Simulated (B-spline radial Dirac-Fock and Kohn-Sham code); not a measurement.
# Kohn-Sham estimates against Dirac-Fock for the levels of Eu⁴⁶⁺

System: Eu⁴⁶⁺, configuration [Ne] 3s2 3p5.

The density-functional columns are spherical, spin-unpolarised Dirac-Kohn-Sham results without Breit or QED terms: −ε is minus the orbital energy of the initial state and ΔSCF the difference of two total energies. The reference in the last column comes from Dirac-Fock energy differences between relaxed states, corrected for Breit and QED terms. All numbers are from a radial atomic solver, in eV; a selection of levels is shown. For the 1s level of heavy atoms much of the gap between ΔSCF and the reference is the Breit and QED part, -206.3 eV here; for other levels the error of the functional can be larger.

| level | LDA −ε | LDA ΔSCF | Dirac-Fock |
| --- | --- | --- | --- |
| 1s | 51249.8 | 51743.7 | 51549.4 |
| 2s | 10808.6 | 10928.2 | 10969.7 |
| 2p1/2 | 10437.2 | 10581.1 | 10558.8 |
| 3s | 4184.1 | 4234.3 | 4247.4 |
| 3p | 3934.8 | 3986.6 | 3979.4 |

Values without a named source are computed, but for edge energies of neutral atoms, which are taken from tables.
